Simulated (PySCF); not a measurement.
Compound: C7H6N2.
Geometry (PBE0-D3(BJ)/def2-SVP, Å), atoms numbered from 1 in this order:
```xyz
15
C7H6N2 angstrom
C     -1.8877    0.5065    0.0394
C     -1.7601   -0.9006    0.0105
C     -0.5224   -1.5202   -0.0170
C      0.6049   -0.6855   -0.0149
N      1.9412   -0.9483   -0.0365
N      2.6900    0.1599   -0.0237
C      1.8552    1.1753    0.0061
C      0.4985    0.7271    0.0140
C     -0.7729    1.3263    0.0414
H     -2.8863    0.9485    0.0606
H     -2.6637   -1.5149    0.0100
H     -0.4316   -2.6081   -0.0393
H      2.3938   -1.8512   -0.0594
H      2.2357    2.1960    0.0213
H     -0.8766    2.4135    0.0638
```

All values: PBE0/def2-SVPD (PySCF, non-relativistic), on one gas-phase PBE0-D3(BJ)/def2-SVP geometry that isn't relaxed in the solvent. The solvent is an IEF-PCM continuum (Bondi radii, 1.10 Å for H, scaled by 1.2), and excitations are vertical TDDFT with non-equilibrium linear response and a frozen core. Specific hydrogen bonds and non-electrostatic terms are outside this model.

Gas-phase singlets (H = HOMO, L = LUMO):

```
state  E (eV)  λ (nm)      f           leading configurations
   S1   4.801     258  0.066                          H→L 84%
   S2   5.193     239  0.042     H-1→L 60%, H→L+1 30%, H→L 8%
   S3   6.112     203  0.003                        H-2→L 95%
   S4   6.272     198  0.000                        H→L+2 98%
   S5   6.406     194  0.329  H→L+1 30%, H-3→L 29%, H-1→L 16%
```

Q: What are the lowest 5 singlets in chloroform (ε = 4.711)?

A: 
```csv
state,E (eV),λ (nm),f,leading configurations,change by rank (eV)
S1,4.742,261,0.101,H→L 88%,-0.059
S2,5.184,239,0.071,"H-1→L 65%, H→L+1 27%",-0.009
S3,6.233,199,0.004,H-3→L 95%,+0.121
S4,6.274,198,0.823,"H→L+1 58%, H-1→L 23%, H-2→L 9%",+0.002
S5,6.446,192,0.001,H→L+2 97%,+0.040
```

Q: The ground-state energy changes by -0.227 eV from gas to chloroform. By how much does the total energy of gas-phase S1 change?

A: E(S1) = E(S0) + excitation energy, so it changes by -0.227 − 0.059 = -0.286 eV: it is lowered more than the ground state, which is what a red shift means. This is the vertical state, with the slow part of the continuum still set for S0.

Q: How do the frontier levels move from gas to chloroform?

A: 
```tsv
orbital	gas (eV)	solvent (eV)	change (eV)
LUMO+2	0.82	1.02	+0.20
LUMO+1	0.23	0.25	+0.02
LUMO	-0.97	-0.98	-0.01
HOMO	-6.56	-6.54	+0.02
HOMO-1	-7.13	-7.17	-0.04
HOMO-2	-8.50	-8.54	-0.04
HOMO-3	-8.54	-8.66	-0.12
```

The HOMO–LUMO gap goes from 5.59 to 5.56 eV. Rows go by rank; for HOMO-3, HOMO-2 and LUMO+2 the atom shares or the degeneracy differ between the runs, so the row needn't follow one orbital.

The run took about 80 s of CPU time (one thread, shared machine). This is the whole response run at PBE0/def2-SVPD in chloroform, SCF included.
